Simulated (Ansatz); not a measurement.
Gas-phase reaction (SMILES): [Cl][Mn][Cl] (sextet) -> [Cl][Mn] (septet) + Cl atom; the Cl-Mn bond at the site shown breaks (other sites are not compared here).

Structures are relaxed separately at B3LYP-D3(BJ)/def2-TZVP in Ansatz (a program for electronic structure). Correlated levels leave the core frozen unless marked. UHF or UKS for open shells. No spin-orbit coupling. Frozen are the shells of the preceding noble gas and the d and f shells that filled before the atom's block. No relativistic terms. CBS marks a two-point X^-3 extrapolation of the correlation energy; Hartree-Fock from the larger set. The bracket is a focal-point correction in the basis named. [Cl][Mn][Cl] (sextet): The spin state was set by rule; other spins were not relaxed. [Cl][Mn] (septet): The spin state was set by rule; other spins were not relaxed. A spin state is the lowest found, not a proven ground state. Thermal terms are rigid-rotor harmonic-oscillator values from B3LYP-D3(BJ) frequencies (Ansatz) at 298.15 K and 1 atm. 1 Eh = 627.5095 kcal/mol. Atoms have translation alone.

```json
[
 {"species": "[Cl][Mn][Cl] (sextet)", "E, RI-MP2/CBS(def2-TZVPPD,def2-QZVPPD)+[CCSD(T)-MP2]/def2-TZVPPD (Ansatz) (Eh)": "-2069.73444", "E, r2SCAN-D4/def2-TZVPD (Ansatz + dftd4) (Eh)": "-2071.50470", "H - E (Eh)": "0.00767"},
 {"species": "[Cl][Mn] (septet)", "E, RI-MP2/CBS(def2-TZVPPD,def2-QZVPPD)+[CCSD(T)-MP2]/def2-TZVPPD (Ansatz) (Eh)": "-1609.85762", "E, r2SCAN-D4/def2-TZVPD (Ansatz + dftd4) (Eh)": "-1611.21825", "H - E (Eh)": "0.00448"},
 {"species": "Cl atom", "E, RI-MP2/CBS(def2-TZVPPD,def2-QZVPPD)+[CCSD(T)-MP2]/def2-TZVPPD (Ansatz) (Eh)": "-459.70725", "E, r2SCAN-D4/def2-TZVPD (Ansatz + dftd4) (Eh)": "-460.11735", "H - E (Eh)": "0.00236"}
]
```

Work out ΔE and ΔH at 298.15 K at the first level, then ΔH at the second.


1. ΔE = [(-1609.85762) + (-459.70725)] - [(-2069.73444)] = 0.16957 Eh = 106.4 kcal/mol at RI-MP2/CBS(def2-TZVPPD,def2-QZVPPD)+[CCSD(T)-MP2]/def2-TZVPPD.
2. The terms H - E add up to -0.00083 Eh, so ΔH = (0.16957 + (-0.00083))×627.5095 = 105.9 kcal/mol.
3. At r2SCAN-D4/def2-TZVPD the same steps give ΔE = 106.1 and ΔH = 105.6 kcal/mol, a shift of -0.3 from the first level.
4. These values are not checked against measurement here, since the tables used lack a sound gas-phase enthalpy of formation for at least one species.
